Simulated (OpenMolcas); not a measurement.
# V3+: moving the ligands

V3+ with 6 ligands (oxide) in trigonal antiprismatic coordination (D3d) at 2.02 Å, a polar angle of 56.9° against the regular 54.74°. A charge of +1.5 e stands 2.4 Å behind each ligand. Ligand basis ANO-RCC-VDZP.

* Program: OpenMolcas
* Method: CASSCF
* Basis: ANO-RCC-VTZP [6s5p3d2f1g]
* Scalar Hamiltonian: DKH2, point nucleus
* Active space: 2 electrons in 5 orbitals (3d)
* State averaging: 2S+1 = 3 even, 10 roots; 2S+1 = 1 even, 15 roots
* Spin-orbit coupling: RASSI with atomic mean-field integrals over the reference wave functions

Runs around this geometry, states (labels of D3, the rotations of D3d). Energies in cm-1 above the lowest state or level, χT in cm3 K/mol.

| R (Å) | Polar angle / regular | Ground state | First state of that spin | First gap with spin-orbit (degeneracies) | χT at 300 K | First state of another spin |
| --- | --- | --- | --- | --- | --- | --- |
| 2.02 | 1.04 | 3A2 | 3E 146.8 | 14.6 (1, 2) | 0.892 | 1A1 13995 |
| 2.12 | 1.04 | 3A2 | 3E 150.0 | 13.9 (1, 2) | 0.890 | 1E 14198 |
| 2.02 | 1.092 | 3A2 | 3E 217.8 | 22.4 (1, 2) | 0.892 | 1A1 13398 |

Without dynamic correlation the repulsion within the d shell is too large (B by tens of per cent), so at a given field states of lower spin stand too high. The oxide ions are held by bare point charges, a crude embedding. Ligand-to-metal charge-transfer states are missing. With no ligand orbital active B as a rule stays too high, so bands that hang on it stand too high and its fall with covalency is understated. With metal d orbitals alone and no dynamic correlation the field as a rule comes out too small, by tens of per cent, by up to half for chloride and softer ligands. No measured value stands beside these numbers; the geometry is a model, was not optimised and need not be the one that this ion takes.
